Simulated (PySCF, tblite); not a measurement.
A set of runs on `N#CCCCC[AsH2]`; the geometry of each is named by its level. Settings lines and outputs come from a driver script.

Compound: C₅H₁₀AsN.
Bonds: N1–C2 (triple), C2–C3, C3–C4, C4–C5, C5–C6, C6–As7. Hydrogens: H8, H9 on C3; H10, H11 on C4; H12, H13 on C5; H14, H15 on C6; H16, H17 on As7.

Step 1: GFN2-xTB geometry optimisation, gas phase (tblite 0.8.0) (from a force-field or distance-geometry start)
```json
{"job": {"kind": "relax", "xc": "GFN2-xTB", "basis": "xTB"}, "charge": 0, "multiplicity": 1}
```
```
step      E/eV     max force
  0    -570.26785    5.393
  1    -570.88157    4.783
  2    -571.60823    6.011
...
124    -572.68490    0.014
125    -572.68493    0.037
126    -572.68496    0.017
127    -572.68497    0.017
128    -572.68497    0.007
```

Energy lowered by 55.7 kcal/mol over 128 steps; largest atomic force 0.007 eV/Å at the end. «max force» is the largest atomic force in eV/Å.

Hardware: an Arm Neoverse V1 with one thread, no GPU, shared host. Cost: 0.8 s.

Step 2: GFN2-xTB harmonic vibrations, gas phase (tblite 0.8.0) (on the GFN2-xTB geometry)
```json
{"job": {"kind": "ir", "xc": "GFN2-xTB", "basis": "xTB"}, "charge": 0, "multiplicity": 1}
```
```
(table of modes left out)
```

45 modes from 47 to 2982 cm⁻¹ (unscaled, harmonic); zero-point energy 83.9 kcal/mol; all wavenumbers are real at this level.

Hardware: an Arm Neoverse V1 with one thread, shared host with 32 logical CPUs at a one-minute load of 26. Cost: 0.53 s of wall time.

Step 3: TDDFT wB97X-D/def2-SVPD, vertical, gas phase, core orbitals frozen in the response (PySCF 2.14.0, density-fitted response routines) (on the GFN2-xTB geometry)
```json
{"job": {"kind": "uv", "xc": "wB97X-D", "basis": "def2-SVPD", "nstates": 8, "ntriplets": 3}, "charge": 0, "multiplicity": 1}
```
```
...
Static polarisability (au): isotropic 94.756, principal 80.076 93.907 110.285
Singlet excitations
state   eV       nm        f      main configurations
  1   6.5387    189.6   0.07067   H->L 0.76, H->L+1 0.17
  2   7.0095    176.9   0.07094   H->L+3 0.92
  3   7.1085    174.4   0.23137   H->L+2 0.69, H->L+5 0.15, H->L+4 0.10
  4   7.8896    157.1   0.00198   H-2->L+6 0.12, H-3->L+4 0.09
  5   8.0605    153.8   0.01112   H->L+1 0.30, H->L 0.13, H->L+8 0.10
  6   8.2503    150.3   0.00349   H-3->L+4 0.16, H-1->L+4 0.10, H-2->L+5 0.09
  7   8.2708    149.9   0.00272   H-2->L+4 0.23, H-2->L+6 0.10
  8   8.4689    146.4   0.01068   H->L+6 0.31, H->L+2 0.13, H->L+4 0.12
Triplet excitations (Tamm-Dancoff, eV): 5.6320 5.9140 6.6309
```

HOMO -9.15 eV, LUMO 1.76 eV; lowest singlet 6.54 eV; lowest triplet 5.63 eV (Tamm–Dancoff); mean polarisability 94.8 au.

Hardware: an Arm Neoverse V1 with one thread, no GPU (shared host). Cost: 81 s of wall time, 1.0 GiB resident at most.

Geometry of the electronic-property runs (GFN2-xTB):
```
atom  x, y, z in Å
N1    -2.050    2.645   -0.811
C2    -2.100    1.619   -0.308
C3    -2.150    0.318    0.308
C4    -1.025   -0.584   -0.218
C5     0.355   -0.043    0.153
C6     1.474   -0.924   -0.381
As7    3.297   -0.291    0.079
H8    -2.059    0.444    1.391
H9    -3.127   -0.124    0.091
H10   -1.153   -1.585    0.202
H11   -1.105   -0.663   -1.305
H12    0.434    0.024    1.244
H13    0.463    0.969   -0.248
H14    1.366   -1.944    0.003
H15    1.411   -0.990   -1.472
H16    3.006    1.144   -0.252
H17    2.956   -0.003    1.516
```

 (This holds for the electronic-property runs.)

One conformer stands for the species.

Note: wB97X-D ran without an empirical dispersion term, which enters the total energy and its gradient alone.
